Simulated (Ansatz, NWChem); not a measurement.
Ligand exchange: InH2(SH) + SiH3(SH) → SiH3(InH2) + H2S2

Species: InH2(SH), singlet; SiH3(SH), singlet; SiH3(InH2), singlet; H2S2 `SS`, singlet. The partners trade SH for SiH3: In–SH and S–SiH3 bonds give way to In–SiH3 and S–SH.

Shapes, held fixed at every level: PBE0-D4/def2-TZVP. Flexible molecules stand in one conformer, not always the lowest. Programs: Ansatz 0.2.0. Electronic energies: no zero-point or thermal term.

Q: Estimate ΔE of this reaction.

A: The highest level, CCSD(T)/def2-TZVPP, gives ΔE = +175.3 kJ/mol; the levels span +165.3 to +194.3. The column of differences is taken from that level and isn't an error. No measured value is set beside it here. For atoms past krypton def2 sets carry core potentials with scalar relativity. Correlated rows may include outer-core shells of In, which these sets cover unevenly.

```csv
level,kind,ΔE (kJ/mol),less CCSD(T)/def2-TZVPP
B3LYP-D4/def2-TZVPP,global hybrid,+165.3,-10.0
r2SCAN0-D4/def2-TZVPP,global hybrid,+173.6,-1.7
wB97M-V/def2-TZVPP,range-separated hybrid,+169.8,-5.5
wB97X-V/def2-TZVPP,range-separated hybrid,+169.4,-5.9
MP2/def2-SVP,perturbation theory,+194.3,+19.0
CCSD/def2-SVP,coupled cluster or CI,+181.7,+6.4
CCSD/def2-TZVPP,coupled cluster or CI,+175.3,0.0
CCSD(T)/def2-TZVPP,coupled cluster or CI,+175.3,0.0
```
